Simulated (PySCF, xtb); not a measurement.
CdFH₂N, SMILES [NH2][Cd][F].

xtb with GFN2-xTB at its own geometry gives an orbital gap of 2.71 eV and a dipole moment of 4.51 D.

Geometry optimised at B3LYP-D3(BJ)/def2-TZVP. The def2 effective core potentials stand for the cores of Cd; spin–orbit coupling is left out. One conformer was computed; it need not be the lowest.

What does ωB97X/def2-TZVPD in PySCF give? (The exact figures need the calculation; the answer reports its results.)

gap 10.37 eV (levels -9.98 and 0.39 eV), dipole 2.83 D.
